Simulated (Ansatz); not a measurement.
```yaml
crystal:
  periodic: [false, false, false]
  atoms:
    - {symbol: F, position_ang: [-3.855680, -2.888177, 2.694960]}
    - {symbol: Si, position_ang: [-0.664083, -2.596016, 4.220613]}
    - {symbol: O, position_ang: [1.062057, -0.455614, 1.887545]}
    - {symbol: Si, position_ang: [0.936001, 1.294338, -1.266783]}
    - {symbol: Cl, position_ang: [0.595516, -1.669071, -4.635790]}
    - {symbol: H, position_ang: [-1.661114, 3.244927, -1.369124]}
    - {symbol: H, position_ang: [3.721941, 2.920236, -1.631961]}
basis:
  gaussian: {orbitals: def2-mTZVPP}
hamiltonian: {xc: {name: PBE}}
```

```sh
$ ansatz run in.yaml --threads 2 --pin off --events-out ev --progress --plain --max-ram 4352MiB
```

Output, abridged:

```
Functional definition: PBE
1169 factors; their error is unknown
mean field evaluation 1: about -32993.1690 eV, gradient 1.2e2 eV
mean field evaluation 2: about -31879.6811 eV, gradient 2.9e2 eV
mean field evaluation 4: about -32556.7970 eV, gradient 2.3e2 eV
mean field evaluation 8: about -33034.7950 eV, gradient 2.4e1 eV
mean field evaluation 16: about -33037.3167 eV, gradient 1.5e-1 eV
mean field evaluation 32: about -33037.3002 eV, gradient 1.3e-3 eV
mean field evaluation 192: about -33037.3004 eV, gradient 1.9e-6 eV
mean field -33037.30041748 eV, -1214.0983968559 hartree, gradient 3.1e-6 eV, S^2 0.000000; 17 other end points of the search recorded, 0 dependent functions left out
reference -33037.30047716 eV, -1214.0983990490 hartree; 32, 32 occupied and 107, 107 virtual orbitals, 1169 factors
Total energy: -33037.30047716 eV, -1214.0983990490 hartree
```

In this input the geometry is stretched to more than twice its size. The run converged. The result belongs to that input, not to the molecule as meant.
